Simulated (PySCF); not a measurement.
C5H7F, SMILES C=C(C)C(=C)F.

The structure is a stationary point at PBE0-D3(BJ)/def2-SVP. Other conformers were not sampled.

Computed with PySCF with HF/def2-TZVP.

The molecule is in vacuum.

Computed frontier levels, gap, dipole moment and polarisability:
```yaml
highest_occupied_level: -9.06 eV
lowest_empty_level: 2.68 eV
orbital_gap: 11.73 eV
dipole_moment: 1.76 D
quadrupole, principal values (traceless, Buckingham form, about the centre of nuclear charge): -4.59, -0.81, 5.41 D·Å
mean_static_polarisability: 63.1 bohr³ (9.34 Å³)
polarisability_principal_values: 40.3, 54.8, 94.2 bohr³
```
